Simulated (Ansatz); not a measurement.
`C[SiH2]OCO` and `[CH3][GaH][O]CO` differ in one atom or group.

Ansatz, PBE0-D4/def2-TZVP geometries, multiplicity 1. Each molecule was computed in one conformer, which needn't be the lowest. `[CH3][GaH][O]CO` holds a close contact that its SMILES doesn't draw: O···Ga 2.20 Å.

Scalar relativity is left out up to krypton.

```csv
property,`C[SiH2]OCO`
size of the dipole moment (PBE/def2-TZVPP) / D,1.11
size of the dipole moment (B3LYP/def2-TZVPP) / D,1.08
LUMO energy (PBE0/def2-TZVPP) / eV,0.81
HOMO–LUMO gap (PBE0/def2-TZVPP) / eV,9.03
HOMO energy (PBE/def2-TZVPP) / eV,-6.66
HOMO energy (B3LYP/def2-TZVPP) / eV,-8.01
```

**Question.** Give the same properties after the change, and the shifts. (Best estimate.)

**Answer.** Computed: 
| property | `[CH3][GaH][O]CO` | shift |
| --- | --- | --- |
| size of the dipole moment (PBE/def2-TZVPP) / D | 1.93 | 0.82 |
| size of the dipole moment (B3LYP/def2-TZVPP) / D | 1.98 | 0.90 |
| LUMO energy (PBE0/def2-TZVPP) / eV | -0.18 | -0.99 |
| HOMO–LUMO gap (PBE0/def2-TZVPP) / eV | 6.90 | -2.13 |
| HOMO energy (PBE/def2-TZVPP) / eV | -5.58 | 1.08 |
| HOMO energy (B3LYP/def2-TZVPP) / eV | -6.86 | 1.15 |

With PBE0 the HOMO rises by 1.15 eV and the LUMO falls by 0.99 eV, so the gap narrows by about 2.14 eV. PBE moves the HOMO by 1.08 eV and ωB97M-V by 1.21 eV. Dipoles are sizes alone; their direction can turn.

B3LYP here is the variant with VWN-RPA as its local correlation; programs differ in this.
